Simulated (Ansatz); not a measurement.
TeF2 was relaxed with PBE0-D4 (def2-TZVP) in Ansatz in these states: charge +1 doublet, neutral singlet. The geometries follow in no particular order.

In the def2 sets Te takes a core potential; there is no spin–orbit coupling.

A:

Cartesian coordinates in Å:
```
Te -0.772 0.354 0.082
F 0.976 1.073 0.104
F -0.204 -1.428 -0.186
```

B:

```csv
atom,x (Å),y (Å),z (Å)
Te1,-0.0413,0.7874,0.2084
F2,1.3497,-0.2662,-0.3227
F3,-1.3084,-0.5212,0.1143
```

Task: Judge from the bond lengths which geometry belongs to which state (an estimate).

Result: A is the neutral singlet (Te1–F2 1.890 Å, Te1–F3 1.890 Å); B is the charge +1 doublet (Te1–F2 1.824 Å, Te1–F3 1.824 Å).
